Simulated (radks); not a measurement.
Species: La+. Configuration: [Xe] 5d2. Calculated with a radial shooting solver on a logarithmic mesh with Libxc functionals: Dirac Kohn-Sham, LDA (Slater exchange, Perdew-Wang correlation), spin-unpolarised, spherical densities, finite nucleus; open shells fill j = l - 1/2 first; Fermi nuclear charge, rms radius 4.855 fm.

Normalised radial functions P(r) = r R(r) (large component), r in bohr:

r	4d5/2
0.004511	0.0003
0.006065	0.0006
0.008154	0.0015
0.01096	0.0033
0.01474	0.0075
0.01982	0.0164
0.02664	0.0349
0.03582	0.0714
0.04855	0.1407
0.06527	0.2534
0.08775	0.4148
0.118	0.5961
0.1586	0.7102
0.2133	0.6175
0.2867	0.2091
0.3855	-0.4499
0.5183	-1.0563
0.6968	-1.2599
0.9369	-0.9983
1.26	-0.5441
1.707	-0.1915
2.295	-0.0426
3.086	-0.0052
4.149	-0.0003
5.578	0.0000
7.499	0.0000
10.08	0.0000

4d5/2: eigenvalue -106.20 eV, 1 radial node at r = 0.317 bohr, <r> = 0.772 bohr, 90 % of the charge inside 1.16 bohr.
